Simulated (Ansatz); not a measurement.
Two structures of ZnH4SO, closed shell, reached by relaxing down either side of one saddle point (PBE0-D4/def2-TZVP). Energies are electronic, without zero-point energy. Ansatz 0.2.0; basis: def2-TZVPP and def2-QZVPP; cores frozen in the correlated methods. The 3s and 3p shells of Cu and Zn are frozen; filled d shells are correlated. Extrapolation: Hartree–Fock as exp(−7.88 √X), correlation as X^−2.97. First:

```
7
angstrom
Zn 0.5460 -0.6225 1.0191
H 0.5544 0.1922 2.3101
O 0.9162 -1.7763 -0.3053
H -0.7809 2.1769 -0.0404
S -1.1908 1.0323 -0.6090
H 0.1753 -2.0654 -0.8385
H -0.2203 1.0628 -1.5360
```

Second:

```json
{"atom": "Zn1", "x (Å)": "-0.3030", "y (Å)": "-0.3191", "z (Å)": "-0.5226"}
{"atom": "H2", "x (Å)": "0.5165", "y (Å)": "0.3019", "z (Å)": "1.9845"}
{"atom": "O3", "x (Å)": "0.5887", "y (Å)": "-1.6315", "z (Å)": "0.2784"}
{"atom": "H4", "x (Å)": "0.2031", "y (Å)": "0.9805", "z (Å)": "1.9283"}
{"atom": "S5", "x (Å)": "-1.3995", "y (Å)": "1.2914", "z (Å)": "-1.4366"}
{"atom": "H6", "x (Å)": "0.6914", "y (Å)": "-2.4377", "z (Å)": "-0.2300"}
{"atom": "H7", "x (Å)": "-0.2971", "y (Å)": "1.8146", "z (Å)": "-2.0019"}
```

Which bonds change from the first to the second?

ZnH₂O ([OH][ZnH]) + H₂S → ZnH₂SO ([OH][Zn][SH]) + H₂; bonds formed: Zn1–S5, H2–H4; bonds broken: Zn1–H2, H4–S5.

Give the saddle point's structure and its height above each. (Judge from chemistry; the value comes from the calculation.)

The calculation gives: 98.7 kJ/mol above the first and 159.3 kJ/mol above the second (CCSD(T) at an estimated basis limit (MP2 extrapolated from triple and quadruple zeta, plus CCSD(T) − MP2 in triple zeta)).
```tsv
atom	x (Å)	y (Å)	z (Å)
Zn1	0.1764	-0.4498	0.3905
H2	0.2690	0.8221	1.5261
O3	0.7381	-2.1234	0.1169
H4	-0.3592	1.2424	0.7323
S5	-1.1645	1.2620	-0.7331
H6	0.4043	-2.5020	-0.6993
H7	-0.0642	1.7486	-1.3333
```

T1 diagnostic: at most 0.017.

Exchanges of this kind with a chalcogen hydride build sulfide and selenide films.

Labels in which every atom is bracketed show which atoms are joined, not bond orders.

For scale, one of the runs: CCSD(T)/def2-TZVPP, 193 basis functions, launched by `ansatz run in.yaml --threads 4 --pin off --events-out ev --progress --plain --max-ram 9574MiB`. Time: 48 s of wall clock on 4 CPU threads of an Arm Neoverse V1; the host was shared. Peak host memory: 2.1 GiB.
